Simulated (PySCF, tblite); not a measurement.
Isomers of [C6H10PSi]- (charge -1). Calculated harmonic vibrations of the isolated species, GFN2-xTB (tblite), most abundant isotopes, no scaling. This tight-binding method is rough: wavenumbers can miss measured ones by several per cent, in bad cases by 10 to 20. Modes of hydrogen on silicon can be 10 to 20 % off. One conformer each.

Electronic energies: PBE0/pcSseg-1 single points on the GFN2-xTB geometries (PySCF, gas phase).

```csv
SMILES,"electronic energy, lowest = 0 (kJ/mol)"
CCc1c[p-]cc1[SiH3],8.5
Cc1[p-]cc([SiH3])c1C,6.6
CCc1cc[p-]c1[SiH3],0.0
```

Task: How do GFN2-xTB zero-point energies change the relative energies?

Result: 
```csv
SMILES,ZPE (kJ/mol),of it from modes above 1550 cm⁻¹,electronic (kJ/mol),"with ZPE, lowest = 0 (kJ/mol)",lowest mode (cm⁻¹),rings
CCc1cc[p-]c1[SiH3],348.3,161.9,0.0,0.0,46,1
Cc1[p-]cc([SiH3])c1C,346.1,161.4,6.6,4.4,33,1
CCc1c[p-]cc1[SiH3],349.0,162.2,8.5,9.2,43,1
```

The zero-point energies span 2.9 kJ/mol, from `Cc1[p-]cc([SiH3])c1C` to `CCc1c[p-]cc1[SiH3]`. The order is unchanged.

Task: And how do the electronic energies of GFN2-xTB itself compare?

Result: `CCc1cc[p-]c1[SiH3]` 15.7; `Cc1[p-]cc([SiH3])c1C` 0.0; `CCc1c[p-]cc1[SiH3]` 3.3 kJ/mol, lowest = 0. Against the energies above, taken from the same isomer `CCc1cc[p-]c1[SiH3]`, the largest difference is 22.3 kJ/mol.
